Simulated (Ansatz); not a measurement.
Ansatz (an electronic-structure program) input (MP2/STO-3G):

Ansatz 0.2 input:
```yaml
crystal:
  periodic: [false, false, false]
  atoms:
    - {symbol: O, position_ang: [-0.42745500, -0.38307200, -2.09792600]}
    - {symbol: Si, position_ang: [-0.12041200, -0.10791000, -0.59097700]}
    - {symbol: Si, position_ang: [-1.54668900, -1.15758900, 1.00586600]}
    - {symbol: Si, position_ang: [2.03003000, -0.76224100, 0.20491700]}
    - {symbol: Si, position_ang: [-0.21073900, 2.16412800, 0.12713500]}
    - {symbol: H, position_ang: [-1.19859700, -0.85319600, 2.43001500]}
    - {symbol: H, position_ang: [-1.54170800, -2.65063200, 0.91640900]}
    - {symbol: H, position_ang: [-2.98383400, -0.76726400, 0.86634900]}
    - {symbol: H, position_ang: [2.25985300, -0.47092100, 1.65555100]}
    - {symbol: H, position_ang: [2.29860900, -2.22614800, 0.05643200]}
    - {symbol: H, position_ang: [3.15840600, -0.08834000, -0.50910600]}
    - {symbol: H, position_ang: [-1.54942700, 2.79925800, -0.07714300]}
    - {symbol: H, position_ang: [0.75249600, 3.05369800, -0.59262100]}
    - {symbol: H, position_ang: [0.09317800, 2.35868400, 1.58034000]}
basis:
  gaussian:
    orbitals: STO-3G
total_charge: -1
magnetization: {spin_polarized: false}
correlation: {method: mp2, electrons: outside_noble_gas}
```

Output:

```
Functional definition: HF
integrals: 0.01 GiB planned
579 factors; integrals over basis functions are off by at most 3.3e-5 eV
mean field: 0.22 GiB planned
mean field evaluation 1: about -33228.4863 eV, gradient 3.4e1 eV
mean field evaluation 2: about -33228.5577 eV, gradient 3.4e1 eV
mean field evaluation 4: about -33233.7407 eV, gradient 3.0e0 eV
mean field evaluation 8: about -33233.8177 eV, gradient 2.1e-5 eV
mean field -33233.81517518 eV, -1221.3201809989 hartree, gradient 1.7e-6 eV, S^2 0.000000; 0 other end points of the search recorded, 0 dependent functions left out
21 core orbitals not correlated
reference -33233.81517518 eV, -1221.3201809989 hartree; 16, 16 occupied and 13, 13 virtual orbitals, 579 factors
second order -5.69742221 eV of doubles, -0.00000000 eV of singles
Total energy: -33239.51259739 eV, -1221.5295574034 hartree
```

The dipole moment of an ion depends on the origin.

The geometry given is a B3LYP-D3(BJ)/def2-TZVP minimum.
